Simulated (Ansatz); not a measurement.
Na8Cl8⁺ (started as a model of: 1x4x4 NaCl rock-salt block). Total charge 1; doublet. Geometry r2SCAN-D4/def2-SVP, that of the neutral singlet.

```xyz
16

Na    1.209   -1.300   -4.918
Cl    2.367   -1.989   -2.788
Na    3.645   -1.651   -0.533
Cl    4.585   -2.271    1.725
Cl   -0.676    0.159   -4.101
Na    0.414   -0.460   -1.698
Cl    1.899    0.222    0.402
Na    2.828   -0.783    2.757
Na   -2.828    0.783   -2.756
Cl   -1.899   -0.222   -0.402
Na   -0.414    0.459    1.698
Cl    0.677   -0.159    4.101
Cl   -4.585    2.271   -1.725
Na   -3.645    1.651    0.533
Cl   -2.367    1.989    2.788
Na   -1.208    1.301    4.918
```

At PBE-D4/def2-SVP the gap within one spin of the charge 1 doublet nearly closes, so an electron or hole may be smeared out by delocalisation error.

Question: Estimate the α-spin orbital energies around the gap (eV) in Ansatz with PBE-D4/def2-SVP, PBE0-D4/def2-SVP.

Answer: 
```csv
orbital,PBE-D4/def2-SVP,PBE0-D4/def2-SVP
HOMO−5,-9.71,-10.90
HOMO−4,-9.70,-10.86
HOMO−3,-9.66,-10.79
HOMO−2,-9.65,-10.76
HOMO−1,-9.65,-10.73
HOMO,-9.60,-10.71
LUMO,-4.13,-3.40
LUMO+1,-3.91,-3.16
LUMO+2,-3.36,-2.76
LUMO+3,-3.34,-2.71
LUMO+4,-2.65,-2.04
LUMO+5,-2.61,-2.00
β HOMO,-9.55,-10.39
β LUMO,-9.57,-10.03
```
